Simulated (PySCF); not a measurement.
Species: C5H12BN.
Structure used (PBE0-D3(BJ)/def2-SVP), in Å, numbered top down from 1:
```xyz
19
C5H12BN angstrom
N      2.8635    0.0995    0.0572
B      1.6393   -0.5427   -0.1107
C      0.2655    0.1284    0.2726
C     -0.7218    0.2241   -0.9002
C     -2.0701    0.5113   -0.2323
C     -2.0126   -0.2122    1.1293
C     -0.5517   -0.6805    1.2947
H      3.7493   -0.3208   -0.1894
H      2.9466    1.0350    0.4357
H      1.6524   -1.6676   -0.5764
H      0.4209    1.1497    0.6739
H     -0.4408    0.9845   -1.6461
H     -0.7548   -0.7459   -1.4280
H     -2.9245    0.1951   -0.8504
H     -2.1787    1.5977   -0.0798
H     -2.3043    0.4673    1.9452
H     -2.7107   -1.0625    1.1733
H     -0.4691   -1.7544    1.0536
H     -0.1803   -0.5625    2.3246
```

Theory: TDDFT CAM-B3LYP/def2-SVPD, vertical, gas phase, core orbitals frozen in the response in PySCF.

Ground-to-excited transition dipoles (e·a0, same axes as the geometry; the sign carries no meaning), for the states with f of 0.002 or more among the lowest 9:

```csv
state,E (eV),μx,μy,μz
S2,7.495,-0.036,0.190,-0.456
S3,7.912,-0.147,0.004,0.001
S4,8.212,1.134,0.313,0.045
S5,8.411,-0.054,-0.004,0.096
S6,8.508,-0.064,0.204,-0.188
S7,8.536,-0.305,0.347,0.203
S9,8.678,0.253,0.490,0.194
```

**Question.** What oscillator strength does each state have?

**Answer.** f = (2/3) ΔE |μ|² with ΔE in hartree (27.2114 eV).

```csv
state,|μ|² (au),|μ| (D),f
S2,0.245,1.26,0.045
S3,0.022,0.37,0.004
S4,1.385,2.99,0.279
S5,0.012,0.28,0.002
S6,0.081,0.72,0.017
S7,0.255,1.28,0.053
S9,0.342,1.49,0.073
```

**Question.** Which bond between heavy atoms lies closest to the direction of the S4 transition dipole?

**Answer.** N1–B2, at 13° from it; next C6–C7 at 33°.

**Question.** What angle do the transition dipoles of S2 and S9 make?

**Answer.** |cos θ| = |μa·μb| / (|μa| |μb|) = 0.02, so θ ≈ 89° (taken between 0 and 90°, since the signs are arbitrary).

**Question.** What peak molar absorption coefficient would the strongest computed level give as a lone Gaussian band 0.5 eV wide at half height?

**Answer.** ε(max) = 2.175×10⁸ f / FWHM, with the width in cm⁻¹. S4: 2.175×10⁸ × 0.2787 / 4033 ≈ 15000 L mol⁻¹ cm⁻¹.

The vertical ionisation energy (ΔSCF) is 10.25 eV, 1.57 eV above S9.

One conformer stands for the species.

Without π bonds the low states may be Rydberg-like; a valence basis with one diffuse set may place them up to an eV too high.
